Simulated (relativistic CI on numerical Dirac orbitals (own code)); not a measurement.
# Pm4+ (4f3) in a crystal field

Calculated by Dirac-Coulomb-Breit CI, orbitals from a KLI potential per configuration, model QED, valence Slater integrals scaled by 0.7, one configuration in a parametric crystal field (own radial code).

Field parameters in Wybourne normalisation; cubic f-shell fields have B⁴₄ = √(5/14) B⁴₀ and B⁶₄ = −√(7/2) B⁶₀. The field is a parameter set, without covalency.

S is read from ⟨S²⟩ = S(S + 1).

Powder χT (cm³ K mol⁻¹) by Van Vleck's formula, with temperature-independent terms:

| Field | 2 K | 5 K | 10 K | 20 K | 50 K | 100 K | 200 K | 300 K |
| --- | --- | --- | --- | --- | --- | --- | --- | --- |
| C2v, B20 = -450, B22 = 350, B40 = -10, B42 = 90, B44 = -150, B60 = 270, B62 = -320, B64 = 140, B66 = -520 cm⁻¹ | 0.777 | 0.797 | 0.83 | 0.897 | 1.1 | 1.37 | 1.59 | 1.66 |
| D3d, B20 = 2200, B40 = -2220, B43 = 260, B60 = 720, B63 = -310, B66 = 270 cm⁻¹ | 0.48 | 0.531 | 0.619 | 0.808 | 1.22 | 1.45 | 1.59 | 1.65 |
| D3d, B20 = 2220, B40 = -1280, B43 = -1510, B60 = 610, B63 = -910, B66 = -440 cm⁻¹ | 0.82 | 0.831 | 0.849 | 0.884 | 0.99 | 1.15 | 1.38 | 1.52 |
| Oh, B40 = 690, B60 = 200 cm⁻¹ | 0.869 | 0.898 | 0.946 | 1.04 | 1.29 | 1.52 | 1.65 | 1.69 |
| Oh, B40 = 2810, B60 = 380 cm⁻¹ | 0.794 | 0.811 | 0.841 | 0.899 | 1.06 | 1.26 | 1.46 | 1.56 |
| Oh, B40 = 2370, B60 = 710 cm⁻¹ | 0.74 | 0.748 | 0.762 | 0.791 | 0.875 | 1.02 | 1.26 | 1.42 |

Question: For Oh, B40 = 690, B60 = 200 cm⁻¹: what effective moment follows at 300 K?

Answer: μ_eff = √(8χT) = 3.67 μB. The LS value g√(J(J + 1)) of the free ion's 4I°_9/2 level is 3.62 μB.
